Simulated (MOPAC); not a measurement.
MOPAC input (PM7):

```
PM7 PRECISE GNORM=0.05 LET XYZ CHARGE=-1 GEO-OK AUX(PRECISION=9) THREADS=1
C2HO

C     1.18542969 1   -0.38450131 1   -0.18488548 1
C     0.01177011 1    0.02005974 1    0.00595913 1
O    -1.17207120 1    0.27784900 1    0.14939956 1
H     2.19337076 1   -0.03614256 1   -0.12163843 1
```

From the output:

```
                                                       MOPAC v23.2.5 Linux

          FINAL HEAT OF FORMATION =        -20.88739 KCAL/MOL =     -87.39284 KJ/MOL

          COSMO AREA              =         75.50 SQUARE ANGSTROMS
          COSMO VOLUME            =         57.25 CUBIC ANGSTROMS

          GRADIENT NORM           =          0.03863          =       0.01932 PER ATOM
          IONIZATION POTENTIAL    =          2.744311 EV
          HOMO LUMO ENERGIES (EV) =         -2.744  8.238
          NO. OF FILLED LEVELS    =          8
          MOLECULAR WEIGHT        =         41.0293         POINT GROUP:  C*v

          MOLECULAR DIMENSIONS (Angstroms)

            Atom       Atom       Distance
            H     4    O     3     3.49604
            C     1    O     3     0.00013
            C     2    C     1     0.00008

          SCF CALCULATIONS        =         13

   ATOM   CHEMICAL          X               Y               Z
  NUMBER   SYMBOL      (ANGSTROMS)     (ANGSTROMS)     (ANGSTROMS)

     1       C          1.24221272  *  -0.24163432  *  -0.14101935  *
     2       C         -0.02397300  *   0.01775273  *   0.00692320  *
     3       O         -1.19411612  *   0.25731465  *   0.14382406  *
     4       H          2.20857104  *  -0.43955351  *  -0.25418190  *

                             CARTESIAN COORDINATES

   1    C        1.242212720    -0.241634321    -0.141019348
   2    C       -0.023972998     0.017752729     0.006923205
   3    O       -1.194116121     0.257314645     0.143824063
   4    H        2.208571041    -0.439553506    -0.254181896

           Empirical Formula: C2 H O  =     4 atoms

      MOLECULAR POINT GROUP   :   C*v

                  EIGENVALUES
 -23.77428 -17.86419 -11.81140  -8.76049  -8.08702  -8.08702  -2.74431  -2.74431
   8.23835   8.23835  10.60863  13.35593  13.66703

              NET ATOMIC CHARGES AND DIPOLE CONTRIBUTIONS

  ATOM NO.   TYPE          CHARGE      No. of ELECS.   s-Pop       p-Pop
    1          C          -0.870440        4.8704     1.06178     3.80866
    2          C           0.397021        3.6030     1.09962     2.50336
    3          O          -0.671782        6.6718     1.87250     4.79928
    4          H           0.145201        0.8548     0.85480
 DIPOLE           X         Y         Z       TOTAL
 POINT-CHG.    -0.109     0.023     0.012     0.112
 HYBRID        -0.485     0.099     0.056     0.498
 SUM           -0.594     0.122     0.069     0.610

          ATOMIC ORBITAL ELECTRON POPULATIONS

     Atom    s        px        py        pz
    1  C   1.06178   1.02731   1.38538   1.39597
    2  C   1.09962   0.84454   0.82963   0.82919
    3  O   1.87250   1.28626   1.74969   1.76333
    4  H   0.85480

 **********************
 *                    *
 * JOB ENDED NORMALLY *
 *                    *
 **********************

 == MOPAC DONE ==
```

The dipole moment of an ion depends on the origin.

The geometry given is a B3LYP-D3(BJ)/def2-TZVP minimum.
